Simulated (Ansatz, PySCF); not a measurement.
C4H9FSi, SMILES C[C@H]1C[C@@]1(F)[SiH3]. Atoms are numbered in the order given.

```xyz
15

C     -1.5898    -0.0354     1.5675
C     -1.1867    -0.5791     0.2235
C     -1.1639     0.2727    -1.0141
C      0.1194    -0.2508    -0.4372
F      0.6803    -1.2973    -1.1385
Si     1.4675     0.8553     0.2804
H     -1.1300    -0.6097     2.3869
H     -2.6825    -0.0832     1.6942
H     -1.2932     1.0176     1.6852
H     -1.4715    -1.6215     0.0411
H     -1.3798     1.3420    -0.9226
H     -1.4793    -0.1824    -1.9564
H      2.2526     0.1166     1.3134
H      0.8491     2.0661     0.8996
H      2.3794     1.2800    -0.8213
```
Charge 0, spin multiplicity 1.

Geometry optimised at PBE0-D3(BJ)/def2-SVP. The structure was generated by enumeration; whether it is a known compound was not checked.

Two levels are set side by side: PBE-D3(BJ)/def2-SVP (Ansatz, an electronic-structure program) and PBE0-D3(BJ)/def2-SVP (Ansatz). Each level has its own optimised geometry; the coordinates shown are those of the second. Frequencies come from the Hessian of PySCF at each geometry. Differences are taken from unrounded values.

```json
[
 {"quantity": "mean bond length (Å)", "PBE0-D3(BJ)": "1.356"},
 {"quantity": "bond C1–C2 (Å)", "PBE0-D3(BJ)": "1.505"},
 {"quantity": "bond C2–C3 (Å)", "PBE0-D3(BJ)": "1.503"},
 {"quantity": "bond C2–C4 (Å)", "PBE0-D3(BJ)": "1.500"},
 {"quantity": "bond C3–C4 (Å)", "PBE0-D3(BJ)": "1.501"},
 {"quantity": "bond C4–F5 (Å)", "PBE0-D3(BJ)": "1.379"},
 {"quantity": "bond C4–Si6 (Å)", "PBE0-D3(BJ)": "1.886"},
 {"quantity": "bond C1–H7 (Å)", "PBE0-D3(BJ)": "1.101"},
 {"quantity": "bond C1–H8 (Å)", "PBE0-D3(BJ)": "1.101"},
 {"quantity": "bond C1–H9 (Å)", "PBE0-D3(BJ)": "1.100"},
 {"quantity": "bond C2–H10 (Å)", "PBE0-D3(BJ)": "1.096"},
 {"quantity": "bond C3–H11 (Å)", "PBE0-D3(BJ)": "1.095"},
 {"quantity": "bond C3–H12 (Å)", "PBE0-D3(BJ)": "1.093"},
 {"quantity": "bond Si6–H13 (Å)", "PBE0-D3(BJ)": "1.493"},
 {"quantity": "bond Si6–H14 (Å)", "PBE0-D3(BJ)": "1.494"},
 {"quantity": "bond Si6–H15 (Å)", "PBE0-D3(BJ)": "1.492"},
 {"quantity": "highest harmonic wavenumber (cm⁻¹)", "PBE0-D3(BJ)": "3249"},
 {"quantity": "mean harmonic wavenumber (cm⁻¹)", "PBE0-D3(BJ)": "1311"},
 {"quantity": "zero-point energy (kcal/mol)", "PBE0-D3(BJ)": "73.11"}
]
```

Task: What does PBE-D3(BJ) give, and how far is it from PBE0-D3(BJ)? (An estimate is asked for; the answer gives what the named calculation found.)

Result: 
```csv
quantity,PBE-D3(BJ),PBE-D3(BJ) minus PBE0-D3(BJ)
mean bond length (Å),1.366,0.010
bond C1–C2 (Å),1.512,0.008
bond C2–C3 (Å),1.514,0.012
bond C2–C4 (Å),1.513,0.012
bond C3–C4 (Å),1.513,0.012
bond C4–F5 (Å),1.396,0.017
bond C4–Si6 (Å),1.895,0.009
bond C1–H7 (Å),1.110,0.008
bond C1–H8 (Å),1.110,0.008
bond C1–H9 (Å),1.108,0.008
bond C2–H10 (Å),1.104,0.008
bond C3–H11 (Å),1.103,0.008
bond C3–H12 (Å),1.101,0.008
bond Si6–H13 (Å),1.503,0.010
bond Si6–H14 (Å),1.505,0.011
bond Si6–H15 (Å),1.502,0.010
highest harmonic wavenumber (cm⁻¹),3156,-93
mean harmonic wavenumber (cm⁻¹),1266,-45
zero-point energy (kcal/mol),70.59,-2.52
```

Exact exchange shortens and stiffens bonds; PBE has none. Differences between two approximate levels are no errors against the true value.
